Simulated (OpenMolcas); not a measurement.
# SiCl3 (SMILES Cl[Si](Cl)Cl): the dipole moment, rung by rung

SiCl3: 4 atoms, total charge 0, spin state doublet. As SMILES, `Cl[Si](Cl)Cl`. Geometry: relaxed at PBE0-D4/def2-TZVP.

Quantity: the dipole moment, in D. The values are calculated.

```json
{"level": "UHF/aug-cc-pVDZ", "kind": "Hartree–Fock", "program": "OpenMolcas", "value (D)": "0.87"}
{"level": "U-revPBE/aug-cc-pVDZ", "kind": "GGA", "program": "OpenMolcas", "value (D)": "0.51"}
{"level": "U-r2SCAN/aug-cc-pVDZ", "kind": "meta-GGA", "program": "OpenMolcas", "value (D)": "0.58"}
{"level": "UTPSS/aug-cc-pVDZ", "kind": "meta-GGA", "program": "OpenMolcas", "value (D)": "0.54"}
{"level": "UB3LYP/aug-cc-pVDZ", "kind": "global hybrid", "program": "OpenMolcas", "value (D)": "0.64"}
{"level": "UBHLYP/aug-cc-pVDZ", "kind": "global hybrid", "program": "OpenMolcas", "value (D)": "0.75"}
{"level": "UM06-2X/aug-cc-pVDZ", "kind": "hybrid meta-GGA", "program": "OpenMolcas", "value (D)": "0.79"}
{"level": "UPBE0/aug-cc-pVDZ", "kind": "global hybrid", "program": "OpenMolcas", "value (D)": "0.61"}
```

The values span 0.51 to 0.87 D. Magnitudes only: a small dipole may point the other way at some levels.
